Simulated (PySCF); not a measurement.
Vertical excitations of a molecule C12H10 from TDA-PBE/def2-SVP in PySCF, as energy in eV (oscillator strength): 1.54 (0.003), 1.98 (0.003), 2.23 (0.001), 3.91 (0.995), 4.80 (0.018), 4.89 (0.000). Lowest triplet (TDA): 1.45 eV. Coordinates come from a PBE-D3(BJ)/def2-SVP optimisation. One conformer was computed; it need not be the lowest.

Problem. Identify the compound among the candidates.
A. C=Cc1ccc2ccccc2c1
B. C=Cc1cccc2ccccc12
C. C1=CC=CC(=C2C=CC=C2)C=C1
D. C#C/C=C(\C=C)c1ccccc1

Solution. C, C1=CC=CC(=C2C=CC=C2)C=C1
